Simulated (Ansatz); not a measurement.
```yaml
crystal:
  periodic: [false, false, false]
  atoms:
    - {symbol: C, position_ang: [-0.959744, -0.945072, 0.632046]}
    - {symbol: C, position_ang: [-0.137020, -0.598862, 0.228606]}
    - {symbol: O, position_ang: [0.576248, -0.486589, 0.544140]}
    - {symbol: Si, position_ang: [0.386063, 0.131394, -0.472516]}
    - {symbol: N, position_ang: [0.480407, 1.336301, -0.405366]}
    - {symbol: H, position_ang: [-0.717371, -1.245109, 1.082255]}
    - {symbol: H, position_ang: [-1.645968, -0.821529, 0.243942]}
    - {symbol: H, position_ang: [0.919802, -0.332340, -0.917498]}
    - {symbol: H, position_ang: [0.065896, 1.707893, 0.033766]}
    - {symbol: H, position_ang: [0.876959, 1.604936, -0.898999]}
basis:
  gaussian: {orbitals: "6-31G*"}
hamiltonian: {xc: {name: PBEsol}}
output: {forces: true}
```

```sh
$ ansatz run in.yaml --threads 4 --pin off --events-out ev --progress --plain --max-ram 10444MiB
```

Shortened log:

```
Functional definition: PBEsol
1067 factors; their error is unknown
mean field evaluation 1: about -13370.0246 eV, gradient 1.5e2 eV
mean field evaluation 2: about -13251.8991 eV, gradient 2.5e2 eV
mean field evaluation 4: about -13409.3197 eV, gradient 2.7e1 eV
mean field evaluation 8: about -13410.6175 eV, gradient 1.2e-1 eV
mean field evaluation 16: about -13410.5548 eV, gradient 2.5e-4 eV
mean field -13410.55482195 eV, -492.8287997060 hartree, gradient 1.5e-5 eV, S^2 0.000000; 0 other end points of the search recorded, 0 dependent functions left out
reference -13410.55485399 eV, -492.8288008834 hartree; 23, 23 occupied and 66, 66 virtual orbitals, 1067 factors
Total energy: -13410.55485399 eV, -492.8288008834 hartree
Atom 0 at    -0.959744    -0.945072     0.632046 Å, force   -70.721751    17.982071   -32.979041 eV/Å
Atom 1 at    -0.137020    -0.598862     0.228606 Å, force  -147.341395   -48.638809   -49.073800 eV/Å
Atom 2 at     0.576248    -0.486589     0.544140 Å, force   175.884313     2.479168   107.444694 eV/Å
Atom 3 at     0.386063     0.131394    -0.472516 Å, force   -12.330854    45.184875   -52.834649 eV/Å
Atom 4 at     0.480407     1.336301    -0.405366 Å, force     0.163113    17.927995    10.448104 eV/Å
Atom 5 at    -0.717371    -1.245109     1.082255 Å, force    31.456632   -47.711312    73.019394 eV/Å
Atom 6 at    -1.645968    -0.821529     0.243942 Å, force   -21.873794     1.989285   -10.708165 eV/Å
Atom 7 at     0.919802    -0.332340    -0.917498 Å, force    40.739011   -32.374126   -36.677092 eV/Å
Atom 8 at     0.065896     1.707893     0.033766 Å, force   -22.940525    22.768545    23.975863 eV/Å
Atom 9 at     0.876959     1.604936    -0.898999 Å, force    26.965251    20.392308   -32.615307 eV/Å
Dipole moment:     0.298441     0.694742    -0.190118 e Å
```

Question: Something in this input is off. What?

Answer: The geometry is squeezed to about two thirds of its size. Self-consistency was reached. The result belongs to that input, not to the molecule as meant.
